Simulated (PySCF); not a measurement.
**Electron correlation in Zn+ (zinc, charge +1)**

[Ar] 3d10 4s1, 2S determinant. Calculation: PySCF 2.14, in cc-pVDZ-DK (6s5p3d1f, 43 functions); scalar relativity by spin-free X2C-1e. Frozen: [Ar]; 11 electrons correlated.

MP2 pair energies summed by pair of shells (mhartree):

```
 pair   energy  share (%)
3d-3d  -380.96       94.4
3d-4s   -22.61        5.6
```

Total MP2 correlation energy: -403.56 mhartree.

Same-spin part -154.84 and opposite-spin part -248.73 mhartree; SCS-MP2 scales them by 1/3 and 6/5 to -350.08 mhartree.

```json
{"level": "CCSD", "correlation energy (mhartree)": "-363.88"}
{"level": "(T)", "correlation energy (mhartree)": "-5.50"}
{"level": "CCSD(T)", "correlation energy (mhartree)": "-369.38"}
```

Diagnostics: T1 = 0.011, D1 = 0.0264, largest double amplitude 0.019.

**Question.** Is a single reference adequate?

**Answer.** Yes: T1 lies below 0.03 and no double amplitude reaches 0.07.
